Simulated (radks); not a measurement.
Charge is removed step by step from the 3s down level of neutral sulfur, starting from [Ne] 3s(up 1, down 1) 3p4. Calculated with a radial shooting solver on a logarithmic mesh with Libxc functionals: scalar-relativistic Kohn-Sham, LDA (Slater exchange, Perdew-Wang correlation), spin-polarised, spherical densities, finite nucleus; open shells are filled with parallel spins first; Fermi nuclear charge, rms radius 3.2611 fm.

| removed (e) | E - E(0) (eV) | eigenvalue (eV) | E minus straight line (eV) |
|---|---|---|---|
| 0 | 0.000 | -16.257 | 0.000 |
| 0.125 | 2.105 | -17.432 | -0.536 |
| 0.25 | 4.359 | -18.630 | -0.923 |
| 0.375 | 6.763 | -19.849 | -1.159 |
| 0.5 | 9.322 | -21.085 | -1.242 |
| 0.625 | 12.035 | -22.338 | -1.169 |
| 0.75 | 14.906 | -23.604 | -0.939 |
| 0.875 | 17.936 | -24.882 | -0.550 |
| 1 | 21.127 | -26.170 | 0.000 |

Removing the whole electron costs 21.127 eV by Delta-SCF, against 16.257 eV from minus the eigenvalue at the starting occupation. Slater's transition state (half an electron removed) gives 21.085 eV. Integrating minus the eigenvalue over the occupation (Janak's theorem) gives 21.128 eV. In this scalar-relativistic scheme the density is built from large components alone, so the theorem holds only approximately. The mean slope of the eigenvalue, de/dn, is 9.91 eV per electron.
